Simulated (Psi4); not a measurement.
Cr, septet; B3LYP/3-21G (Psi4).

The Psi4 input:
```
memory 2 GB

molecule mol {
0 7
Cr    0.000000    0.000000    0.000000
}

set {
  basis 3-21g
  reference uks
}

energy('b3lyp')
print_variables()
```

Problem. What does Psi4 print? Leave out banner, timings and long lists.

Solution. 
```
   => Loading Basis Set <=

    Name: 3-21G
    Role: ORBITAL
    Keyword: BASIS

         ---------------------------------------------------------
                                   SCF
               by Justin Turney, Rob Parrish, Andy Simmonett
                          and Daniel G. A. Smith
                              UKS Reference
         ---------------------------------------------------------

  ==> Geometry <==

    Molecular point group: d2h
    Geometry (in Angstrom), charge = 0, multiplicity = 7:

       Center              X                  Y                   Z               Mass
    ------------   -----------------  -----------------  -----------------  -----------------
         CR           0.000000000000     0.000000000000     0.000000000000    51.940506230000

  Running in d2h symmetry.

  Rotational constants: A = ************  B = ************  C = ************ [cm^-1]
  Rotational constants: A = ************  B = ************  C = ************ [MHz]
  Nuclear repulsion =    0.000000000000000

  Charge       = 0
  Multiplicity = 7
  Electrons    = 24
  Nalpha       = 15
  Nbeta        = 9

  ==> Algorithm <==

  SCF Algorithm Type is DF.
  DIIS enabled.
  MOM disabled.
  Fractional occupation disabled.
  Guess Type is CORE.
  Energy threshold   = 1.00e-06
  Density threshold  = 1.00e-06
  Integral threshold = 1.00e-12

  ==> Primary Basis <==

  Basis Set: 3-21G
    Blend: 3-21G
    Number of shells: 11
    Number of basis functions: 29
    Number of Cartesian functions: 29
    Spherical Harmonics?: false
    Max angular momentum: 2

  ==> DFT Potential <==

   => LibXC <=

    Version 7.1.2
    S. Lehtola, C. Steigemann, M. J. T. Oliveira, and M. A. L. Marques,  SoftwareX 7, 1–5 (2018) (10.1016/j.softx.2017.11.002)

   => Composite Functional: B3LYP <=

    B3LYP Hyb-GGA Exchange-Correlation Functional

    P. J. Stephens, F. J. Devlin, C. F. Chabalowski, and M. J. Frisch,  J. Phys. Chem. 98, 11623 (1994) (10.1021/j100096a001)

    Deriv               =              1
    GGA                 =           TRUE
    Meta                =          FALSE

    Exchange Hybrid     =           TRUE
    MP2 Hybrid          =          FALSE

   => Exchange Functionals <=

    0.0800   Slater exchange
    0.7200         Becke 88

   => Exact (HF) Exchange <=

    0.2000               HF

   => Correlation Functionals <=

    0.1900   Vosko, Wilk & Nusair (VWN5_RPA)
    0.8100   Lee, Yang & Parr

   => LibXC Density Thresholds  <==

[...]
    NA   [     6,    1,    0,    1,    0,    2,    2,    3 ]
    NB   [     3,    0,    0,    0,    0,    2,    2,    2 ]

   @DF-UKS iter  98: -1039.21613502764831    2.02810e-02   2.39492e-02 ADIIS/DIIS
    Occupation by irrep:
             Ag   B1g   B2g   B3g    Au   B1u   B2u   B3u
    DOCC [     3,    0,    0,    0,    0,    2,    2,    2 ]
    SOCC [     2,    1,    0,    0,    0,    1,    1,    1 ]
    NA   [     5,    1,    0,    0,    0,    3,    3,    3 ]
    NB   [     3,    0,    0,    0,    0,    2,    2,    2 ]

   @DF-UKS iter  99: -1039.21000205336213    6.13297e-03   2.15890e-02 ADIIS/DIIS
    Occupation by irrep:
             Ag   B1g   B2g   B3g    Au   B1u   B2u   B3u
    DOCC [     3,    0,    0,    0,    0,    2,    2,    2 ]
    SOCC [     3,    1,    0,    1,    0,    0,    0,    1 ]
    NA   [     6,    1,    0,    1,    0,    2,    2,    3 ]
    NB   [     3,    0,    0,    0,    0,    2,    2,    2 ]

   @DF-UKS iter 100: -1037.65432169164410    1.55568e+00   7.97727e-02 ADIIS/DIIS

PsiException: Could not converge SCF iterations in 100 iterations.

  Failed to converge.

Traceback (most recent call last):
  File "psi4", line 375, in <module>
  File "<string>", line 22, in <module>
  File "site-packages/psi4/driver/driver.py", line 533, in energy
  File "site-packages/psi4/driver/procrouting/proc.py", line 2760, in run_scf
  File "site-packages/psi4/driver/procrouting/proc.py", line 2047, in scf_helper
  File "site-packages/psi4/driver/procrouting/scf_proc/scf_iterator.py", line 93, in scf_compute_energy
  File "site-packages/psi4/driver/procrouting/scf_proc/scf_iterator.py", line 86, in scf_compute_energy
  File "site-packages/psi4/driver/procrouting/scf_proc/scf_iterator.py", line 609, in scf_iterate

psi4.driver.p4util.exceptions.SCFConvergenceError: Could not converge SCF iterations in 100 iterations.

Printing out the relevant lines from the Psithon --> Python processed input file:
    Cr    0.000000    0.000000    0.000000
    ""","mol")
    core.IO.set_default_namespace("mol")
    core.set_global_option("BASIS", "3-21g")
    core.set_global_option("REFERENCE", "uks")
--> energy('b3lyp')
    print_variables()

!-------------------------------------------------------!
!                                                       !
!  Could not converge SCF iterations in 100 iterations. !
!                                                       !
!-------------------------------------------------------!
```

Convergence was not reached.
